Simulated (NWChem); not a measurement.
GeSiH₅OCl; SMILES [Cl][Ge@@H]([OH])[SiH3]

```xyz
9

O      1.8112    -0.1222    -0.6989
Ge     0.3766    -0.0727     0.3452
Si    -0.7791     1.9380    -0.1815
Cl    -0.9217    -1.7399    -0.1919
H      2.3223    -0.9344    -0.6042
H      0.7774    -0.3364     1.8115
H     -1.1019     1.9244    -1.6365
H     -2.0338     1.9788     0.6253
H      0.0725     3.1179     0.1521
```
Atoms are numbered in this order, from 1.

Program: NWChem. Pople sets run with spherical d functions. Structure relaxed at the PBE0/def2-SVP level. Ions are spin-unrestricted doublets at the neutral geometry; other ion states weren't tried.

```json
[
 {"level": "B3LYP/6-31G*", "vertical ionisation energy, ΔSCF (eV)": "10.12", "−ε(HOMO) (eV)": "7.92", "ΔSCF minus −ε(HOMO) (eV)": "2.20"},
 {"level": "PBE/6-31G*", "vertical ionisation energy, ΔSCF (eV)": "9.73", "−ε(HOMO) (eV)": "6.87", "ΔSCF minus −ε(HOMO) (eV)": "2.86"},
 {"level": "M06-2X/6-31G*", "vertical ionisation energy, ΔSCF (eV)": "10.45", "−ε(HOMO) (eV)": "9.34", "ΔSCF minus −ε(HOMO) (eV)": "1.11"},
 {"level": "BHandHLYP/6-31G*", "vertical ionisation energy, ΔSCF (eV)": "10.44", "−ε(HOMO) (eV)": "9.31", "ΔSCF minus −ε(HOMO) (eV)": "1.13"},
 {"level": "LRC-wPBEh/6-31G*", "vertical ionisation energy, ΔSCF (eV)": "10.38", "−ε(HOMO) (eV)": "10.01", "ΔSCF minus −ε(HOMO) (eV)": "0.37"}
]
```
